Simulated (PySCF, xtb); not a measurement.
Al(Me)3(OH2) (C3H11AlO), SMILES [CH3][Al]([CH3])([CH3])<-[OH2] (connectivity only; charge and spin as stated), neutral, multiplicity 1. The values are those of a single conformer.

Harmonic wavenumbers (cm⁻¹) from GFN2-xTB run with xtb at its own minimum, in rising order: 48, 70, 86, 94, 102, 107, 130, 139, 162, 216, 237, 310, 472, 490, 502, 505, 535, 541, 647, 675, 685, 1342, 1343, 1347, 1403, 1480, 1482, 1489, 1493, 1497, 1499, 2907, 2912, 2915, 2920, 2920, 2925, 2947, 2949, 2955, 3553, 3558.

Q: What does B3LYP-D3(BJ)/def2-SVP (PySCF 2.14.0) give at its own minimum? (Estimate from the structure and the level; the computed values follow.)

A: 87, 93, 106, 107, 132, 140, 166, 174, 178, 348, 423, 487, 516, 563, 582, 599, 639, 666, 714, 748, 755, 1217, 1219, 1220, 1429, 1430, 1432, 1440, 1442, 1443, 1600, 2991, 2992, 3001, 3067, 3067, 3071, 3072, 3077, 3086, 3769, 3862. Paired by order, the mean absolute difference is 91 cm⁻¹ and the zero-point energies are 78.0 and 81.7 kcal/mol.
